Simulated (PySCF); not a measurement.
C₃H₁₄OSi₃.
Z-matrix (Å and degrees, PBE0-D3(BJ)/def2-SVP geometry), rows numbered from 1:
```
C 
C   1  1.5265
Si  2  1.8763  1  114.24
C   3  1.8729  2  111.92  1    62.36
O   3  1.6713  2  108.46  1  -176.54
Si  5  1.6573  3  144.98  2  -108.23
Si  6  2.3426  5  107.86  3  -166.18
H   1  1.1013  2  111.88  3   178.11
H   1  1.1021  2  111.62  3    58.04
H   1  1.1019  2  111.76  3   -61.88
H   2  1.1040  1  110.65  3  -121.13
H   2  1.1045  1  110.72  3   122.03
H   3  1.4961  2  109.64  1   -59.75
H   4  1.1014  3  111.01  2   177.77
H   4  1.1016  3  111.04  2   -62.47
H   4  1.1020  3  111.06  2    57.55
H   6  1.4989  5  110.53  3    73.12
H   6  1.4995  5  110.70  3   -45.44
H   7  1.4956  6  110.33  5   -59.55
H   7  1.4956  6  110.30  5    60.60
H   7  1.4973  6  110.20  5  -179.48
```

Linear response at B3LYP/def2-SVPD (PySCF, frozen core in the response, non-relativistic).

Static isotropic polarisability: 125.34 au (18.57 Å³), principal values 109.7, 118.9, 147.3 au.

What is the polarisability at 1064 nm and at the sodium D line?

126.60 au at 1064 nm (+1.0 %), 129.59 au at 589.3 nm (+3.4 %). The rise at 589.3 nm is 3.37 times that at 1064 nm; a pure ω² law gives 3.26. The lowest singlet lies at 199 nm, shorter than both wavelengths.

What is the isotropic C6 coefficient between two such molecules, C6 = (3/π)∫α(iω)² dω?

5634 au (Eh·bohr⁶) by a ten-point quadrature over imaginary frequencies, which is 3370 eV·Å⁶ or 325 J·nm⁶/mol.

Which effective excitation energy ω̄ makes London's formula C6 = (3/4)α²ω̄ exact here?

ω̄ = 4·C6/(3α²) = 0.478 Eh = 13.0 eV. A one-pole form α(ω) = α/(1 − ω²/ω̄²) fitted to the 1064 nm value gives 11.7 eV. London's choice of the ionisation energy (9.34 eV, ΔSCF at the same level) gives C6 = 4050 au, 28 % too low.

The lowest 10 singlets have (eV, f): 6.22, 0.005; 6.54, 0.003; 7.03, 0.018; 7.08, 0.020; 7.14, 0.030; 7.20, 0.150; 7.34, 0.008; 7.44, 0.005; 7.46, 0.013; 7.52, 0.005. What share of the static polarisability do they carry in the sum over states α = Σ f/ω²?

3.69 au, 2.9 % of α; the largest term, 2.14 au, is that of the state at 7.20 eV. Their oscillator strengths add up to 0.26. Higher states carry the rest.

How anisotropic is the static polarisability, by Δα² = ½[(α1 − α2)² + (α2 − α3)² + (α3 − α1)²]?

Δα = 33.9 au, or 0.27 of the isotropic value.

What n − 1 at the D line would an ideal gas of it have at 273.15 K and 1 atm (2.6868 × 10¹⁹ cm⁻³), by n − 1 = 2π·N·α′?

32.42 × 10⁻⁴, a formal value whether or not that pressure can be reached.

How many electrons N does the Slater–Kirkwood formula C6 = (3/4)·√N·α^(3/2) need to give this C6?

N = (4·C6/3)²/α³ = 28.7; the species has 82 electrons in all.

What three-body coefficient follows from the one-pole estimate C9 = (3/4)·α·C6?

530000 au. This is an estimate from the two numbers above, not a computed integral.

What molar refraction at the D line follows from R = (4π/3)·N_A·α′, with α′ the polarisability volume?

α′ = 19.20 Å³ gives R = 48.44 cm³/mol, for isolated, non-vibrating species.

One conformer stands for the species.
